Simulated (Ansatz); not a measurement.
System: Si2H4F, charge 0, doublet. Si2H4F (SMILES F[SiH][SiH3], doublet).
B3LYP-D3(BJ)/def2-TZVP minimum from Ansatz (a quantum-chemistry and plane-wave program):
```xyz
7

Si     1.5011     0.1777    -0.0040
Si    -0.8338     0.3396    -0.2259
F     -1.5590    -0.8964     0.5257
H      2.0819     1.3150    -0.7579
H      2.0427    -1.0965    -0.5399
H      1.8679     0.2972     1.4255
H     -1.3042     0.3091    -1.6404
```
Charge 0, spin multiplicity 2.

Total energies in cc-pV(D+d)Z, 19 correlated electrons, 11 frozen orbitals. UHF or UKS for unpaired electrons; spin-orbit terms are left out. Cores are frozen in correlated methods. No relativity.

```csv
method,program,energy (Eh),minus CCSDT(Q) (mEh)
HF,Ansatz,-679.65144,421.95
MP2,Ansatz,-680.02077,52.62
CCSD,Ansatz,-680.06290,10.49
CCSD(T),Ansatz,-680.07143,1.96
CCSDT(Q),Ansatz,-680.07340,0.00
```

Rough core times of Ansatz's runs on a shared machine: CCSD(T) under 20 s, CCSDT(Q) 40 min.
